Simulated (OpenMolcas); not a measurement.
# Br+: effect of the IPEA shift

```yaml
Program: OpenMolcas
Basis: ANO-RCC-VTZP [6s5p3d1f]
Scalar_Hamiltonian: DKH2, point nucleus
Active_space: 6 electrons in 9 orbitals (RAS2 4s 4p; RAS3 4d, at most 2 electrons)
State_averaging: 2S+1 = 3 even, 3 roots; 2S+1 = 1 even, 6 roots; 2S+1 = 3 odd, 5 roots kept (CI in the orbitals of an earlier block); 2S+1 = 1 odd, 1 root
Spin-orbit_coupling: RASSI with atomic mean-field integrals over the reference wave functions, term energies averaged over their components
```

Methods on the same reference wave functions:
A. RASSCF
B. SS-RASPT2, IPEA 0 Eh, imaginary shift 0.1 Eh (closed shells correlated: 3d)
C. SS-RASPT2, IPEA 0.25 Eh, imaginary shift 0.1 Eh (closed shells correlated: 3d)

Energies in cm-1 above 4s2 4p4 3P2, the measured ground level; measured values from NIST Handbook of Basic Atomic Spectroscopic Data.

| Level | A | B | C | Measured |
| --- | --- | --- | --- | --- |
| 4s2 4p4 3P2 | 0.0 | 0.0 | 0.0 | 0.0 |
| 4s2 4p4 3P1 | 2801 | 2830 | 2830 | 3136 |
| 4s2 4p4 3P0 | 3570 | 3580 | 3580 | 3837 |
| 4s2 4p4 1D2 | 13709 | 12480 | 12480 | 12089 |
| 4s2 4p4 1S0 | 29061 | 28250 | 28370 | 27867 |

Deviations, from unrounded energies. A percentage is the sum of absolute deviations over the sum of measured energies, with the sign that they share, or ± where signs differ.

```
                        Against measurement  Levels     A     B     C
             mean absolute deviation (cm-1)       4   850   340   370
      fine structure of the ground term (%)       2  -8.6  -8.2  -8.1
other terms of the ground configuration (%)       2  +7.0  +1.9  +2.3
```

B lies closest to measurement on these levels and A furthest from it. The largest miss of B in the table is 4s2 4p4 1S0, by +390 cm-1. The ranking rests on the paired levels alone, and a cruder setting can come out closer through cancelling errors.

Between B and C the level of the table that moves most is 4s2 4p4 1S0, by 120 cm-1 (lowest in B, highest in C). Moves below CASPT2's spread within the term are not significant.

The mean deviations of B to C differ by less than CASPT2's widest spread within a term (31 cm-1), so their order carries little weight.

From A to B the spin-free energies of the other terms of 4s2 4p4 shown, above 3P, scale by factors of 0.89 to 0.97.

The lowest spin-free term lies below A's lowest term by 0.096 hartree in B, 0.095 hartree in C.

CASPT2 does not keep the components of a term degenerate, so their means are used; among the terms shown or strongly mixed into the levels shown the widest spread is 31 cm-1 (4s2 4p4 1D, C). Over all roots computed the reference weight is 0.88 to 0.98 in B, 0.89 to 0.98 in C; the roots of lowest weight are the least certain, and an intruder state may touch them. The run also gave levels led by 4s2 4p3 4d, which use shells meant for correlation; these and all levels above them are left out. No level of 4s 4p5 was computed, though it lies in the active space. Without dynamic correlation excited terms often stand tens of per cent too high (terms of higher spin than the ground term too low), and those without a measured partner can miss by more than the paired ones (holds for A). Computed and measured levels are paired by configuration, term and J; levels that our copy of the source lacks, or whose pairing is in doubt (as where it misses far off the trend of its configuration), stay unpaired and out of the deviations. Only configurations of the active space appear. Levels that lie high or do not pair safely by name in every column are left out.
